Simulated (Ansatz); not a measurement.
doublet Al: levels of theory in one basis

A single Al atom.

Basis set: def2-SVP (spherical functions). Left uncorrelated: 5 orbitals. Correlation on ROHF uses semicanonical orbitals with singles. Charge 0, multiplicity 2.

Computed with Ansatz (development build ahead of 0.2.0); each method stands on the lowest determinant of its kind that the runs found.

```csv
method,E − E(ROHF) (eV),<S²> of the determinant
ROHF,0.00,0.75
UHF,-0.07,0.76
ROHF-MP2,-0.85,–
UHF-MP2,-0.86,0.76
ROHF-CCSD,-1.25,–
UHF-CCSD,-1.25,0.76
ROHF-CCSD(T),-1.27,–
UHF-CCSDT,-1.27,0.76
UHF-CCSDT(Q),-1.27,0.76
full CI (lowest root of this spin),-1.27,–
```

Question: Is a single determinant a sound starting point here?

Answer: By this sign, yes. Unrestricted orbitals gain 0.07 eV and <S²> is 0.76 against 0.75 for a pure state.
